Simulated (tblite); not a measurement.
C$_{6}$H$_{12}$O$_{2}$, singlet, geometry from GFN2-xTB; tblite 0.6.0 with GFN1-xTB.

The tblite input:
```
$ tblite run mol.xyz --method gfn1 --charge 0 --spin 0 --spin-polarized --json tblite.json --no-restart

# file mol.xyz
20

C      2.65959853     0.31981790    -0.51708838
O      1.42608891     0.33433299     0.18513904
C      0.35802587    -0.10680283    -0.49433264
O      0.42075051    -0.49494876    -1.63071597
C     -0.90874807    -0.04760940     0.35209156
C     -1.14663063     1.40796673     0.76787169
C     -0.70468056    -0.92280920     1.59323199
C     -2.08515330    -0.56345970    -0.47481904
H      2.91882979    -0.70046035    -0.80731888
H      2.59040014     0.93251231    -1.41826051
H      3.40380986     0.72395988     0.16440464
H     -2.04615874     1.47492446     1.37569236
H     -1.27513290     2.03881900    -0.10917489
H     -0.30497609     1.78095682     1.34557483
H     -1.59744528    -0.89532781     2.21397325
H     -0.51645287    -1.95494588     1.30513262
H      0.13905713    -0.56420998     2.17700645
H     -2.99929554    -0.52861782     0.11246175
H     -2.21545976     0.04309556    -1.36728322
H     -1.90636200    -1.58840109    -0.78932378
```

Problem. Predict the main parts of the log of this tblite run.

Solution. 
```
xTB calculator
 | screened Coulomb repulsion
 | Coulomb electrostatics
 |  * isotropic Klopman-Ohno-Mataga-Nishimoto electrostatics
 |  * onsite third-order electrostatics
 | DFT-D3(BJ) dispersion correction
 | Interactions (1)
 | [1] spin polarization

halogen bonding energy    0.0000000000000E+00 Eh
repulsion energy          3.1508457862634E-01 Eh
dispersion energy        -8.1957783065133E-03 Eh
interaction energy        0.0000000000000E+00 Eh
number of electrons       4.8000000000000E+01 e
integral cutoff           1.9731147476801E+01 bohr

------------------------------------------------------------
  cycle        total energy    energy error   density error
------------------------------------------------------------
      1     -28.26091200208  -2.8567801E+01   4.2828214E-01
      2     -28.58964218973  -3.2873019E-01   2.3590269E-01
      3     -28.59392694469  -4.2847550E-03   9.2272765E-02
      4     -28.59469934152  -7.7239683E-04   1.0707761E-02
      5     -28.59551697291  -8.1763139E-04   2.5119613E-03
      6     -28.59558112429  -6.4151379E-05   8.2083269E-04
      7     -28.59558573911  -4.6148215E-06   6.0690173E-05
      8     -28.59558575900  -1.9891445E-08   2.8333657E-05
      9     -28.59558576367  -4.6709800E-09   6.0052559E-06
------------------------------------------------------------

electronic energy        -2.8902474563993E+01 Eh
total energy             -2.8595585763673E+01 Eh

Post processing:
 | Mayer-Wiberg bond orders

[Info] JSON dump of results written to 'tblite.json'
```
